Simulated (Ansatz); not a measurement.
System: GeI₂ (charge 0, triplet). This is an excited triplet: at this geometry the singlet lies 1.79 eV lower at RI-MP2/CBS(def2-TZVPPD,def2-QZVPPD)+[CCSD(T)-MP2]/def2-TZVPPD. 
Geometry from a B3LYP-D3(BJ)/def2-TZVP (Ansatz, an electronic-structure program) optimisation:
```xyz
3

Ge    -0.0143    -0.0191     0.9723
I      1.1756    -1.8912    -0.3136
I     -1.1670     1.9027    -0.2734
```
Charge 0, spin multiplicity 3.

Basis-set convergence of Hartree-Fock and CCSD correlation energies (hartree) with Ansatz. Correlated levels leave the core frozen unless marked. UHF or UKS for open shells. No spin-orbit coupling. The frozen core is the preceding noble-gas configuration, with the filled d and f shells of earlier blocks. In def2 rows, elements after Kr have scalar-relativistic effective core potentials.

```json
[
 {"basis": "def2-SVP", "functions": "84", "E(HF)": "-2668.43811", "E(corr, CCSD)": "-0.27614"},
 {"basis": "def2-TZVPP", "functions": "148", "E(HF)": "…", "E(corr, CCSD)": "…"}
]
```

Question: Some entries are withheld; supply them.

Answer: 
- def2-TZVPP, E(HF): -2668.72298
- def2-TZVPP, E(corr, CCSD): -0.37595
